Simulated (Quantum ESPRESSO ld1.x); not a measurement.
I9+, 44 electrons, occupied as [Kr] 4d8. Method: non-relativistic Kohn-Sham, LDA (Slater exchange, Perdew-Zunger correlation), spin-polarised, spherical densities, point nucleus; open shells are filled with parallel spins first; relativity is left out, which matters for an element this heavy; computed with ld1.x of Quantum ESPRESSO 7.5.

Radial electron density D(r) = 4 pi r^2 rho(r):

| r (bohr) | D(r) (e/bohr) | spin D(r) |
|---|---|---|
| 0.001424 | 2.297 | -0.0000179 |
| 0.001631 | 2.949 | -0.0000230 |
| 0.001869 | 3.775 | -0.0000294 |
| 0.002141 | 4.814 | -0.0000375 |
| 0.002453 | 6.114 | -0.0000476 |
| 0.002811 | 7.727 | -0.0000602 |
| 0.00322 | 9.712 | -0.0000756 |
| 0.003689 | 12.13 | -0.0000944 |
| 0.004193 | 14.86 | -0.000116 |
| 0.004804 | 18.28 | -0.000142 |
| 0.005504 | 22.29 | -0.000173 |
| 0.006306 | 26.88 | -0.000209 |
| 0.007224 | 32.03 | -0.000248 |
| 0.008277 | 37.64 | -0.000291 |
| 0.009483 | 43.54 | -0.000336 |
| 0.01086 | 49.48 | -0.000380 |
| 0.01245 | 55.12 | -0.000418 |
| 0.01426 | 60.05 | -0.000443 |
| 0.01634 | 63.84 | -0.000443 |
| 0.01872 | 66.13 | -0.000394 |
| 0.02144 | 66.70 | -0.000247 |
| 0.02457 | 65.63 | 0.0000906 |
| 0.02815 | 63.37 | 0.000806 |
| 0.03225 | 60.78 | 0.00226 |
| 0.03695 | 59.00 | 0.00513 |
| 0.04233 | 59.21 | 0.0106 |
| 0.0485 | 62.21 | 0.0207 |
| 0.05556 | 68.00 | 0.0386 |
| 0.06365 | 75.50 | 0.0690 |
| 0.07235 | 82.26 | 0.114 |
| 0.08289 | 86.76 | 0.187 |
| 0.09496 | 86.65 | 0.291 |
| 0.1088 | 81.68 | 0.426 |
| 0.1246 | 73.80 | 0.586 |
| 0.1428 | 66.58 | 0.748 |
| 0.1636 | 63.48 | 0.872 |
| 0.1874 | 65.59 | 0.909 |
| 0.2147 | 70.51 | 0.819 |
| 0.246 | 73.35 | 0.594 |
| 0.2819 | 69.66 | 0.293 |
| 0.3229 | 58.55 | 0.0448 |
| 0.37 | 43.64 | 0.0136 |
| 0.4239 | 30.77 | 0.325 |
| 0.4856 | 24.16 | 0.980 |
| 0.5564 | 23.79 | 1.82 |
| 0.6374 | 25.99 | 2.56 |
| 0.7303 | 26.50 | 2.92 |
| 0.8367 | 23.36 | 2.79 |
| 0.9586 | 17.44 | 2.25 |
| 1.098 | 10.97 | 1.54 |
| 1.248 | 6.043 | 0.919 |
| 1.43 | 2.680 | 0.442 |
| 1.638 | 0.9741 | 0.173 |
| 1.877 | 0.2842 | 0.0534 |
| 2.151 | 0.06472 | 0.0126 |
| 2.464 | 0.01112 | 0.00221 |
| 2.823 | 0.001379 | 0.000273 |
| 3.234 | 0.0001175 | 0.0000227 |

D(r) has 4 maxima, at r = 0.0209, 0.0884, 0.246, 0.696 bohr, and minima at 0.0391, 0.165, 0.522 bohr, inside which lie 2.00, 11.33, 29.02 electrons.
